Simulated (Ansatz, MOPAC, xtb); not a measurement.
Breaking a bond: B2, triplet. Each curve is given relative to its own lowest point between 1.32 and 1.82 Å, where full CI is lowest.

| R / Å | A | B | C | D |
|---|---|---|---|---|
| 1.21 | 41.5 | 99.5 | 12.7 | 73.3 |
| 1.32 | 8.1 | 56.2 | 0.4 | 29.8 |
| 1.40 | 0.1 | 39.7 | 0.0 | 12.5 |
| 1.47 | 0.0 | 19.8 | 3.2 | 4.3 |
| 1.51 | 1.9 | 14.2 | 6.1 | 1.7 |
| 1.60 | 9.7 | 4.9 | 14.1 | 0.0 |
| 1.65 | 15.4 | 2.1 | 19.2 | 0.9 |
| 1.70 | 21.6 | 0.5 | 24.6 | 2.7 |
| 1.74 | 26.9 | 0.0 | 28.9 | 4.6 |
| 1.82 | 37.6 | 0.5 | 37.8 | 9.3 |

Energies in kcal/mol.

**Question.** Which curve belongs to which method? The methods are xtb with GFN1-xTB; PM3, unrestricted, heats of formation (MOPAC 23.2.5); CCSD(T) on ROHF/cc-pVTZ, frozen core in Ansatz (a quantum-chemistry and plane-wave program); unrestricted PBE/cc-pVTZ run with Ansatz.

**Answer.** A is GFN1-xTB; B is ROCCSD(T); C is PM3; D is UKS-PBE.

The scan ran from 1.21 to 5.68 Å; beyond the distances shown full CI changes its symmetry label. The unrestricted determinant behind UKS-PBE is spin-contaminated at 1.21 to 1.82 Å (<S²> up to 2.8, against 2.00 for a pure triplet). The T1 diagnostic of CCSD on the restricted reference of ROCCSD(T) exceeds 0.045 at 1.47 to 1.82 Å. At the minimum ROCCSD(T) lies far from FCI: another state is possible.
